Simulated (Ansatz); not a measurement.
Mulliken charges of CH3GaI (`[CH3][Ga][I]`) radical from ωB97M-V/def2-TZVPP in Ansatz (PBE0-D4/def2-TZVP geometry).

```tsv
atom	x (Å)	y (Å)	z (Å)	charge (e)
C1	-0.486	0.443	-0.408	-0.445
Ga2	-0.030	-0.678	1.186	0.328
I3	2.270	-1.756	1.247	-0.259
H4	-1.350	0.010	-0.915	0.122
H5	0.375	0.465	-1.077	0.133
H6	-0.737	1.453	-0.079	0.122
```

By hand: the dipole of these point charges (1 e Å = 4.8032 D).

Σ q r = (-0.586, 0.276, -0.017) e Å, of length 0.648 e Å = 3.11 D.

How does the dipole of the full density compare? (Estimate.)

The calculation gave: (-0.451, 0.273, -0.119) e Å, 2.60 D; the point charges give 1.20 times that, at 13° from its direction.

Point charges leave out the atoms' own dipoles, such as those of lone pairs, and Mulliken's split depends on the basis, so the two needn't agree.
